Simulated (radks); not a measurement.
Species: Sb3+. Configuration: [Kr] 4d9.5 5s2 5p0.5 (fractional occupations, a model configuration).

All-electron calculation, Dirac Kohn-Sham, LDA (Slater exchange, Perdew-Wang correlation), spin-unpolarised, spherical densities, finite nucleus; open shells fill j = l - 1/2 first; Fermi nuclear charge, rms radius 4.6802 fm. Program: a radial shooting solver on a logarithmic mesh with Libxc functionals.

Energy parts (eV):
part                       energy
total                 -176204.319
kinetic                185885.152
electron-nucleus      -426418.353
Hartree                 68790.643
exchange-correlation    -4461.761

Orbitals (lengths in bohr, moments of r in powers of bohr; r(90%) holds 90 % of the orbital's charge):
orbital  occ.  eigenvalue (eV)      <r^4>   <1/r>      <r>  r(90%)
1s1/2       2        -30282.61  3.135e-06   54.27  0.02845  0.0511
2s1/2       2        -4637.006  0.0005403   12.61   0.1223   0.190
2p1/2       2        -4342.857  0.0003467   12.60   0.1033   0.169
2p3/2       4        -4091.397  0.0004102   11.70   0.1088   0.177
3s1/2       2        -936.1063    0.02393   4.469   0.3308   0.487
3p1/2       2        -815.6390    0.02304   4.382   0.3212   0.483
3p3/2       4        -769.2390    0.02627   4.160   0.3325   0.500
3d3/2       4        -555.6338    0.02203   4.012   0.3035   0.478
3d5/2       6        -545.9777    0.02296   3.954   0.3071   0.483
4s1/2       2        -181.8375     0.7338   1.780   0.7885    1.14
4p1/2       2        -140.8948     0.9435   1.667   0.8285    1.22
4p3/2       4        -132.1336      1.083   1.594   0.8575    1.26
4d3/2       4         -66.9950      2.415   1.328    1.003    1.54
4d5/2     5.5         -65.6968      2.535   1.310    1.015    1.56
5s1/2       2         -40.7477      28.36  0.6576    1.985    2.85
5p1/2     0.5         -31.0995      48.10  0.5733    2.254    3.26
5p3/2       0         -29.9851      53.95  0.5542    2.322    3.35

The highest occupied level is 5p1/2 at -31.099 eV. The density falls to 0.001 e/bohr^3 at r = 3.55 bohr. The electron density at the nucleus is 2.081e+05 e/bohr^3. Summed over all electrons, <r^2> = 31.61 bohr^2, which gives a Langevin (diamagnetic) susceptibility term of -25 x 10^-6 cm^3/mol.
